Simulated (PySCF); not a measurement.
SMILES [Ge]([O]CC)([CH3])([O]C)[CH3] (C5H14GeO2) at its GFN2-xTB optimised geometry (Å):

```
22

C     -2.5069    -0.9197     1.7482
C     -1.2373    -1.7489     1.6265
O     -0.0838    -0.9601     1.4213
Ge     0.3304    -0.0105     0.0000
C      2.3195    -0.0105     0.0000
C     -0.5319     1.8022     0.0000
O     -0.3455    -0.9876    -1.3463
C     -0.3425    -0.6333    -2.7073
H     -3.3475    -1.5607     2.0015
H     -2.3864    -0.1638     2.5206
H     -2.7082    -0.4256     0.7997
H     -1.0542    -2.2973     2.5576
H     -1.3476    -2.4687     0.8096
H      2.6802     0.2756     0.9815
H      2.7082     0.6879    -0.7351
H      2.6856    -1.0066    -0.2286
H     -1.5715     1.7366    -0.3072
H     -0.4886     2.2218     0.9991
H     -0.0085     2.4687    -0.6782
H     -0.9492    -1.3740    -3.2319
H      0.6685    -0.6465    -3.1223
H     -0.7739     0.3575    -2.8720
```

Method: B3LYP/def2-SVP run with PySCF.

Map of the HOMO−1 amplitude (bohr^(-3/2)) on the plane z = 0.8 Å; orbital energy -7.17 eV, overall sign arbitrary:

```
|44444444444444444444444444444|
|44444444444444444444444444444|
|44444444444444444444444444444|
|44444444444444444444444444444|
|44444444444444444444444444444|
|44444444444444444444444444444|
|44444444444444444444444444444|
|44444444444444444444444444444|
|44444444444444444444444444444|
|44444444444444444444444444444|
|44444444444444444444455555444|
|44444454444555554444455555444|
|44455555545555554444455555544|
|44555555545556654444456555544|
|44555555445566654434456555544|
|45555555445567654334455555544|
|45555554444566433334455555544|
|45555554344553002334445555444|
|45555544444542002344444554444|
|45555544456653223344444444444|
|45555555568764333444444444444|
|44555555579865444444444444444|
|44455555567765544444444444444|
|44445555556655554444444444444|
|44444555555555554444444444444|
|44444455555555544444444444444|
|44444445555555444444444444444|
|44444444445444444444444444444|
|44444444444444444444444444444|
```
Scale: ten equal steps from -0.097 (start of '0') to 0.100 (end of '9'), in the order '0123456789'; x runs from -5.00 to 5.00, y from -5.00 (bottom) to 5.00 (top).
